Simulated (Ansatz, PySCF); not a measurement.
Some isomers of C4H5OSi, charge -1, singlet:

A. [SiH3]c1c[c-]oc1
B. [SiH2-]c1ccco1
C. [SiH3]c1[c-]coc1
D. [SiH2-]c1ccoc1

Quantity: relative energy (0 K, with B3LYP-D3(BJ) harmonic zero-point energies), kcal/mol. Geometries: B3LYP-D3(BJ)/def2-TZVP minima from Ansatz (a quantum-chemistry and plane-wave program), one conformer each, not searched for the lowest. Frequencies are from Ansatz or PySCF. Unstable Hartree-Fock reference: [SiH2-]c1ccoc1. Valence correlation only, unless marked. Spin-orbit coupling is left out. No relativistic terms. Basis-set limits of correlation are two-point, X^-3; Hartree-Fock from the larger set. Anions need diffuse functions, which plain sets lack and def2-D sets hold few of. Values are relative to the lowest entry of each level; other isomers of the formula, not listed, may lie lower.

```tsv
	RI-HF/aug-cc-pV(T+d)Z (Ansatz)	r2SCAN0/def2-TZVPD (Ansatz)	MP2/aug-cc-pV(T+d)Z (Ansatz)	CCSD(T)/CBS(aug-cc-pV(T+d)Z,aug-cc-pV(Q+d)Z) (Ansatz)
A	14.5	16.9	14.2	15.0
B	0.0	0.0	0.0	0.0
C	20.5	21.8	18.5	19.7
D	2.2	2.8	2.3	2.2
```
